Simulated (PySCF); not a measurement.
PySCF input file for FH6NOSi2, SMILES N[Si@@](O)(F)[SiH3], PBE0-D3(BJ)/def2-SVP. Geometry optimised at PBE0-D3(BJ)/def2-SVP. The structure was generated by enumeration; whether it is a known compound was not checked. The values are those of a single conformer.

```python
import numpy as np
from pyscf import gto, scf, dft, df
from pyscf.hessian import thermo

mol = gto.M(
    atom='''
    N    -0.99339723   -1.54543103    0.47399700
    Si   -0.34112500    0.00961714    0.26312052
    O    -1.60295200    0.96154720   -0.23319989
    F     0.22188964    0.70501702    1.63479264
    Si    1.48313428   -0.06640519   -1.19246465
    H    -1.93534291   -1.68019816    0.82372043
    H    -0.41591921   -2.37036591    0.57245920
    H    -1.53705587    1.89349052   -0.00550723
    H     2.47584170   -1.08218480   -0.71833371
    H     1.03929657   -0.44792561   -2.56799086
    H     2.16543968    1.26270304   -1.25904389
    ''',
    basis='def2-SVP',
    charge=0,
    spin=0,
    max_memory=1600,
    verbose=3,
)
mf = dft.RKS(mol, xc='pbe0').density_fit(auxbasis='def2-universal-jkfit')
mf.disp = 'd3bj'
mf.grids.level = 3
mf.conv_tol = 1e-11
mf.max_cycle = 100
mf.kernel()

# [left out here: the lines that compute and print the analytic Hessian (its translational invariance restored by hand, since the grid's response is missing), thermochemistry and intensities]
```

Program output:

```
converged SCF energy = -811.706870693277

WARN: DFTD3 does not support analytical Hessian, using finite difference


WARN: Mole.unit (angstrom) is changed to Bohr

Mode                                 0                   1                   2
Irrep
Freq [cm^-1]                       93.2533            132.2003            136.8259
Reduced mass [au]                   1.1729              3.3497              2.9625
Force const [Dyne/A]                0.0060              0.0345              0.0327
Char temp [K]                     134.1707            190.2069            196.8620
Normal mode                   x     y     z       x     y     z       x     y     z
       0   N                 0.06 -0.01 -0.02   -0.04  0.00  0.07   -0.09  0.01  0.06
       1  Si                 0.00  0.02  0.00    0.03 -0.03  0.03   -0.02 -0.03 -0.02
       2   O                -0.02 -0.01  0.01    0.10 -0.01 -0.11   -0.04 -0.04  0.01
       3   F                -0.03  0.04  0.01   -0.04 -0.02  0.06    0.10 -0.01 -0.08
       4  Si                -0.00 -0.03 -0.01   -0.03  0.04 -0.04    0.03  0.05  0.03
       5   H                 0.07 -0.06 -0.01   -0.06  0.07  0.03   -0.12  0.09  0.02
       6   H                 0.10  0.01 -0.05   -0.07 -0.01  0.19   -0.14 -0.02  0.16
       7   H                -0.08 -0.02  0.09    0.13  0.01 -0.20    0.04 -0.00 -0.16
       8   H                -0.28 -0.42 -0.26    0.03 -0.00 -0.26   -0.04 -0.05 -0.04
       9   H                -0.10  0.43 -0.10   -0.17  0.21 -0.04    0.13  0.28 -0.06
      10   H                 0.36 -0.20  0.33   -0.05  0.06  0.04    0.07  0.04  0.30
Mode                                 3                   4                   5
Irrep
Freq [cm^-1]                      202.4472            239.2102            273.4219
Reduced mass [au]                   1.7131              1.2969              1.6996
Force const [Dyne/A]                0.0414              0.0437              0.0749
Char temp [K]                     291.2764            344.1703            393.3933
Normal mode                   x     y     z       x     y     z       x     y     z
       0   N                 0.01  0.04 -0.07    0.06 -0.02  0.01   -0.02 -0.02 -0.05
       1  Si                 0.02  0.05  0.02   -0.04  0.02 -0.01    0.01 -0.03  0.05
       2   O                -0.07 -0.07  0.01   -0.00  0.05 -0.02    0.03 -0.03  0.01
       3   F                 0.03 -0.03  0.05    0.01 -0.05 -0.00    0.03  0.09 -0.02
       4  Si                -0.01 -0.01 -0.00   -0.03 -0.00  0.02   -0.03 -0.00  0.03
       5   H                -0.09  0.08 -0.31    0.25 -0.14  0.49   -0.07 -0.11 -0.22
       6   H                 0.02  0.09  0.32    0.22  0.07 -0.17   -0.12 -0.15 -0.57
       7   H                 0.06  0.05 -0.53    0.26  0.15 -0.50    0.19  0.03 -0.28
       8   H                -0.06 -0.05  0.02   -0.05 -0.00  0.07    0.03  0.01 -0.08
       9   H                -0.09 -0.07  0.04    0.06  0.02 -0.01   -0.10  0.04  0.04
      10   H                 0.09 -0.07 -0.13   -0.02 -0.00  0.08   -0.08  0.03  0.03
Mode                                 6                   7                   8
Irrep
Freq [cm^-1]                      289.7882            320.9325            361.8703
Reduced mass [au]                   3.2532              2.1334              1.8914
Force const [Dyne/A]                0.1610              0.1295              0.1459
Char temp [K]                     416.9407            461.7505            520.6508
Normal mode                   x     y     z       x     y     z       x     y     z
       0   N                -0.06  0.03  0.02   -0.04 -0.06 -0.13    0.06 -0.05  0.06
       1  Si                 0.02 -0.01 -0.01    0.01 -0.03  0.01   -0.03 -0.03 -0.02
       2   O                -0.04 -0.03  0.09    0.04  0.01  0.05    0.02  0.08  0.08
       3   F                -0.08  0.01  0.03   -0.01  0.08 -0.02   -0.06  0.01 -0.04
       4  Si                 0.08 -0.01 -0.06   -0.01 -0.00  0.01    0.01  0.00 -0.01
       5   H                 0.02  0.14  0.29    0.09  0.08  0.31   -0.13 -0.15 -0.49
       6   H                -0.15 -0.06 -0.21    0.09  0.11  0.51    0.07 -0.01  0.22
       7   H                 0.13  0.03 -0.23    0.14  0.01  0.02    0.35  0.12 -0.15
       8   H                 0.10  0.00 -0.09    0.05  0.03 -0.05    0.01 -0.00 -0.00
       9   H                 0.06  0.02 -0.06   -0.02  0.04  0.00    0.04 -0.00 -0.02
      10   H                 0.05  0.01 -0.05   -0.08  0.03  0.06    0.03 -0.00 -0.02
Mode                                 9                  10                  11
Irrep
Freq [cm^-1]                      468.3526            516.8561            524.3248
Reduced mass [au]                   4.4918              1.3274              1.2264
Force const [Dyne/A]                0.5805              0.2089              0.1986
Char temp [K]                     673.8551            743.6409            754.3866
[...]
       7   H                 0.27  0.01  0.10    0.17 -0.04  0.08   -0.68  0.17 -0.34
       8   H                -0.01  0.00  0.02   -0.17 -0.07  0.20   -0.06 -0.03  0.05
       9   H                -0.05  0.03  0.01   -0.24 -0.03  0.09   -0.08  0.00  0.03
      10   H                -0.07  0.03  0.04   -0.15  0.09  0.15   -0.07  0.04  0.03
Mode                                15                  16                  17
Irrep
Freq [cm^-1]                      886.3400            922.0739            928.8545
Reduced mass [au]                   1.6130              1.6678              1.1171
Force const [Dyne/A]                0.7466              0.8354              0.5678
Char temp [K]                    1275.2459           1326.6590           1336.4148
Normal mode                   x     y     z       x     y     z       x     y     z
       0   N                -0.02 -0.01  0.01   -0.04 -0.03  0.01    0.01  0.03 -0.00
       1  Si                -0.01 -0.00 -0.07    0.08  0.00  0.03    0.02 -0.03  0.01
       2   O                 0.02 -0.02  0.01   -0.07  0.05 -0.02   -0.03  0.03 -0.01
       3   F                 0.02  0.04  0.08   -0.02 -0.02 -0.03   -0.00  0.00  0.00
       4  Si                -0.04  0.00  0.04   -0.03  0.00 -0.00   -0.00  0.03  0.00
       5   H                -0.02 -0.09  0.00   -0.02 -0.16  0.01    0.01  0.02 -0.01
       6   H                 0.04  0.02 -0.01    0.05  0.02  0.00    0.03  0.05  0.00
       7   H                 0.00 -0.01  0.00   -0.02  0.05 -0.00   -0.08  0.04 -0.04
       8   H                 0.22  0.05 -0.37    0.34  0.34 -0.02   -0.13 -0.33 -0.46
       9   H                 0.43  0.04 -0.14   -0.05 -0.11  0.04    0.21 -0.62  0.11
      10   H                 0.24 -0.15 -0.34    0.44 -0.22  0.24   -0.11  0.09  0.27
Mode                                18                  19                  20
Irrep
Freq [cm^-1]                      938.9891            972.8939           1526.5839
Reduced mass [au]                   1.7566              3.5534              1.1373
Force const [Dyne/A]                0.9125              1.9816              1.5616
Char temp [K]                    1350.9963           1399.7777           2196.4144
Normal mode                   x     y     z       x     y     z       x     y     z
       0   N                 0.04  0.03 -0.01    0.04  0.11 -0.02    0.03  0.08 -0.02
       1  Si                -0.08 -0.01 -0.04    0.00 -0.12 -0.00   -0.00 -0.01 -0.00
       2   O                 0.07 -0.04  0.03   -0.04  0.06 -0.01   -0.00  0.00  0.00
       3   F                 0.02  0.02  0.05    0.01  0.02  0.03    0.00  0.00  0.00
       4  Si                -0.00  0.00 -0.02   -0.00 -0.00 -0.00    0.00  0.00 -0.00
       5   H                 0.02  0.15 -0.01    0.04  0.12 -0.03    0.17 -0.62  0.10
       6   H                -0.05 -0.02 -0.01    0.11  0.16 -0.02   -0.54 -0.30  0.23
       7   H                -0.01 -0.03 -0.02   -0.29  0.10 -0.13   -0.01  0.00 -0.00
       8   H                 0.20  0.22  0.04    0.01  0.07  0.15   -0.00  0.00 -0.00
       9   H                -0.27 -0.25  0.14   -0.05  0.17 -0.03   -0.00 -0.00  0.00
      10   H                 0.25 -0.10  0.44    0.04 -0.03 -0.11    0.00 -0.00 -0.00
Mode                                21                  22                  23
Irrep
Freq [cm^-1]                     2215.0761           2227.2304           2233.3562
Reduced mass [au]                   1.0286              1.0425              1.0498
Force const [Dyne/A]                2.9736              3.0469              3.0850
Char temp [K]                    3187.0013           3204.4887           3213.3024
Normal mode                   x     y     z       x     y     z       x     y     z
       0   N                 0.00  0.00 -0.00    0.00 -0.00 -0.00    0.00  0.00  0.00
       1  Si                -0.00 -0.00  0.00   -0.00  0.00  0.00   -0.00 -0.00 -0.00
       2   O                 0.00 -0.00 -0.00    0.00 -0.00  0.00    0.00  0.00  0.00
       3   F                -0.00 -0.00 -0.00    0.00 -0.00 -0.00    0.00  0.00  0.00
       4  Si                 0.02 -0.01  0.00    0.00  0.03 -0.02   -0.02 -0.02 -0.03
       5   H                -0.00  0.00 -0.00    0.00  0.00 -0.00   -0.00  0.00  0.00
       6   H                 0.00  0.00 -0.00   -0.00 -0.00  0.00   -0.00 -0.00 -0.00
       7   H                -0.00 -0.00 -0.00    0.00 -0.00 -0.00   -0.00  0.00 -0.00
       8   H                -0.60  0.62 -0.29    0.24 -0.24  0.11    0.04 -0.05  0.01
       9   H                 0.08  0.05  0.21    0.12  0.12  0.37    0.25  0.22  0.79
      10   H                -0.12 -0.27  0.01   -0.38 -0.72  0.03    0.21  0.40 -0.03
Mode                                24                  25                  26
Irrep
Freq [cm^-1]                     3622.9221           3733.2851           3937.2031
Reduced mass [au]                   1.0502              1.0973              1.0669
Force const [Dyne/A]                8.1219              9.0107              9.7441
Char temp [K]                    5212.5783           5371.3660           5664.7587
Normal mode                   x     y     z       x     y     z       x     y     z
       0   N                -0.03 -0.04  0.02    0.07 -0.04 -0.01   -0.00 -0.00  0.00
       1  Si                 0.00  0.00  0.00    0.00  0.00 -0.00    0.00  0.00  0.00
       2   O                -0.00  0.00 -0.00   -0.00  0.00 -0.00    0.00  0.06  0.01
       3   F                 0.00  0.00  0.00    0.00 -0.00 -0.00    0.00 -0.00  0.00
       4  Si                -0.00 -0.00  0.00   -0.00  0.00  0.00   -0.00 -0.00  0.00
       5   H                 0.71  0.09 -0.25   -0.55 -0.09  0.20    0.00  0.00 -0.00
       6   H                -0.35  0.49 -0.05   -0.42  0.61 -0.07    0.00 -0.00 -0.00
       7   H                 0.00  0.00  0.00   -0.00 -0.00 -0.00   -0.05 -0.94 -0.22
       8   H                 0.00  0.00 -0.00    0.00 -0.00 -0.00    0.00 -0.00 -0.00
       9   H                 0.00  0.00 -0.00    0.00 -0.00 -0.00    0.00  0.00 -0.00
      10   H                 0.00  0.00 -0.00    0.00 -0.00 -0.00    0.00  0.00 -0.00
temperature 298.1500 [K]
pressure 101325.00 [Pa]
Rotational constants [GHz] 3.66573 2.07751 1.97797
Symmetry number 1
Zero-point energy (ZPE) 0.06856 [Eh]   180014.268 [J/mol]
                           tot       elec      trans        rot        vib
Entropy [J/mol/K]       374.307      0.000    167.507    114.887     91.914
Cv [J/mol/K]            125.767      0.000     12.472     12.472    100.823
Cp [J/mol/K]            134.081      0.000     20.786     12.472    100.823
Internal energy [J/mol]                      3718.434   3718.434 195587.595
Internal energy [Eh]   -811.62954  -811.70687
Enthalpy [J/mol]                             6197.391   3718.434 195587.595
Enthalpy [Eh]          -811.62860
Gibbs free energy [J/mol]                  -43744.698 -30535.023 168183.378
Gibbs free energy [Eh] -811.67110
mode   freq/cm-1   IR/(km/mol)
   1       93.25         0.241
   2      132.20         0.778
   3      136.83         2.078
   4      202.45        34.357
   5      239.21        23.177
   6      273.42        57.269
   7      289.79        72.725
   8      320.93       123.242
   9      361.87        54.747
  10      468.35        52.225
  11      516.86         8.336
  12      524.32        25.970
  13      760.35        34.568
  14      807.26       353.273
  15      824.13       108.232
  16      886.34        71.085
  17      922.07        14.545
  18      928.85        11.263
  19      938.99       162.242
  20      972.89       143.219
  21     1526.58        76.334
  22     2215.08        60.872
  23     2227.23        81.765
  24     2233.36        87.686
  25     3622.92        48.921
  26     3733.29        49.542
  27     3937.20       127.896
max |gradient| / (hartree/bohr): 0.0001792761921034131
APT charges: [-0.8977  1.7834 -0.8829 -0.7008  0.6266  0.2084  0.2158  0.3182 -0.2261
 -0.2219 -0.2228]
```

Self-consistency was reached.
